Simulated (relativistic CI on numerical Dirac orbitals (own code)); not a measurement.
Calculated at this level of theory: Dirac-Coulomb-Breit CI, orbitals from a KLI potential per configuration, QED by a radiative potential, unscaled Slater integrals (own radial code, finite nucleus).

The strongest absorption lines from the ground level of an ion, among the configurations computed and to levels below about 486 eV (vacuum wavelength in Å, gf): 51.475 (0.19), 54.872 (4.7), 55.095 (2.9), 55.252 (1.9), 55.719 (0.39), 73.366 (2), 73.697 (0.64), 74.634 (1.1).

Question: Which ion is it?
A. Yb XXXVI
B. Yb XXXIV
C. Yb XXXVIII
D. Os XLII

Answer: A. Yb XXXVI has 35 electrons and the ground level 4s2 4p5 2P°_3/2; the strongest line goes to 4s2 4p4 4d 2D_5/2. The pattern of lines fixes the number of electrons, and along that sequence the line energies rise steadily with the charge (about as its square where n changes within one kind of shell, about linearly where n is kept but much faster in heavy ions where fine structure, which grows about as Z⁴, sets the gap, and irregularly where shells cross), which fixes Z. Configurations outside the model, such as inner-shell arrays, can give stronger lines. At this charge energies of transitions that change n are usually good to better than 1 %, and those within a shell (Δn = 0) to a few per cent.

LS names give the leading component of a level, which can be under half, so a name can repeat, a term be missing and a line seem to break the LS rules.
